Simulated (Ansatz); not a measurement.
Species: C4H6O, SMILES `C=CC(C)=O` (C–C–C–O torsion 0°) (charge 0, multiplicity 1).

Question: Give a relaxed geometry from Ansatz (an electronic-structure program) with PBE-D3(BJ)/def2-TZVP.

Answer: One answer among several that fit: the end point of this relaxation, one of several conformers (outside a Z-matrix the atoms follow the SMILES, hydrogens last).
Cartesian coordinates (Å) in one orientation:
```xyz
11

C     -2.032     0.224     0.009
C     -0.752     0.455     0.321
C      0.326    -0.526    -0.015
C      1.730    -0.130     0.389
O      0.087    -1.584    -0.581
H     -2.824     0.934     0.249
H     -2.304    -0.702    -0.503
H     -0.455     1.376     0.833
H      2.005     0.825    -0.088
H      2.443    -0.909     0.100
H      1.777     0.038     1.476
```
